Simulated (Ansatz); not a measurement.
Molecule: sum formula BNH₃F₂ (charge +1, singlet). It need not be the lowest isomer of its formula. 
Structure (B3LYP-D3(BJ)/def2-TZVP (Ansatz, a program for electronic structure) minimum search):
SMILES: [NH3+]B(F)F
```xyz
7

B      0.1919     0.0402    -0.0074
F      0.4914     1.2861     0.1263
F      1.0004    -0.9478    -0.1760
N     -1.3271    -0.3035     0.0436
H     -1.8522     0.2211    -0.6669
H     -1.7371    -0.0397     0.9484
H     -1.5062    -1.3024    -0.1029
```
Charge +1, spin multiplicity 1.

Basis-set convergence of Hartree-Fock and CCSD(T) correlation energies (hartree) with Ansatz. Cores are frozen in the correlated levels unless marked. No spin-orbit coupling. Non-relativistic.

| basis | functions | E(HF) | E(corr, CCSD(T)) |
|---|---|---|---|
| cc-pVDZ | - | -279.66982 | -0.65722 |
| cc-pVTZ | 162 | -279.77374 | -0.84225 |
| cc-pVQZ | 310 | -279.79565 | -0.90633 |
| cc-pV5Z | 529 | -279.80129 | -0.92899 |

Extrapolating the two largest sets (X = 4 and 5) as X^-3: E(corr) = (125·(-0.92899) - 64·(-0.90633))/61 = -0.9528 Eh, an estimate of the basis-set limit. The largest set recovers 97.5 % of it, the smallest 69.0 %.
